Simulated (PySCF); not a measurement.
Species: C₆H₈Ge.
SMILES: `[GeH2]1[CH2]C=C([CH2]1)C#C`

Method: PySCF 2.14.0, density-fitted response routines, TDDFT CAM-B3LYP/def2-SVPD, vertical, gas phase, core orbitals frozen in the response. Geometry: PBE0-D3(BJ)/def2-SVP; no solvent, vibrations or thermal averaging. The CAM-B3LYP/def2-SVPD calculation is non-relativistic and has no spin–orbit coupling, an omission that weighs most on germanium.

Problem. Predict the UV-vis stick spectrum at this level.

Solution. 

| state | λ (nm) | E (eV) | f | symmetry | main configurations (H = HOMO, L = LUMO) |
| --- | --- | --- | --- | --- | --- |
| S1 | 224.2 | 5.53 | 0.264 | A′ | H→L (85%) |
| S2 | 223.2 | 5.56 | 0.0001 | – | H-1→L (87%) |
| S3 | 204.0 | 6.08 | 0.0000 | – | H→L+5 (40%), H→L+6 (14%), H→L+2 (14%) |
| S4 | 196.4 | 6.31 | 0.0013 | – | H→L+1 (74%), H→L+3 (14%) |
| S5 | 181.7 | 6.82 | 0.0002 | – | H-2→L (91%) |
| S6 | 178.6 | 6.94 | 0.0022 | A″ | H→L+2 (72%), H→L+4 (10%) |
| S7 | 173.7 | 7.14 | 0.149 | A′ | H-3→L (42%), H-1→L+5 (14%) |
| S8 | 171.4 | 7.24 | 0.012 | A″ | H→L+3 (47%), H→L+4 (24%), H→L+1 (9%) |
| S9 | 165.1 | 7.51 | 0.014 | A′ | H-1→L+1 (63%), H-1→L+3 (13%) |
| S10 | 164.2 | 7.55 | 0.0029 | A″ | H→L+4 (41%), H→L+3 (29%), H→L+5 (8%) |

Triplets (Tamm–Dancoff): T1 3.40 eV, H→L (93%); T2 5.18 eV, H-1→L (71%); T3 5.42 eV, H-1→L+5 (22%), H-3→L (21%), H-5→L (9%); T4 5.81 eV, H-3→L (26%), H-1→L+5 (18%), H-5→L (11%).

The lowest singlet comes at 224 nm (534 kJ/mol) in the ultraviolet; it is strong; its leading configuration is HOMO→LUMO (85%). The lowest level is also the most intense of those listed (f = 0.264). Löwdin shares by element: HOMO carbon 80% or more (atoms not listed hold the other 20%); LUMO carbon 76% or more (atoms not listed hold the other 24%). The listed states span 2.02 eV. The oscillator strengths of these states sum to 0.446; summed over the whole spectrum of an exact calculation they would give the number of electrons, 76 (Thomas–Reiche–Kuhn). Orbital energies (eV): HOMO-3 -10.27, HOMO-2 -9.81, HOMO-1 -9.11, HOMO -7.95, LUMO 0.41, LUMO+1 1.03, LUMO+2 1.31. All these states lie below the vertical ionisation energy of 8.62 eV (ΔSCF). Symmetry labels in Cs follow from the direction of the transition dipole and are given only for states with f of 0.002 or more. Singlets were solved by full linear response, triplets in the Tamm–Dancoff approximation.

Time: 2.6 min wall; peak memory 1.1 GiB. Hardware: an Intel Xeon Platinum 8488C with one thread, no GPU, shared host with 96 logical CPUs at a one-minute load of 55.
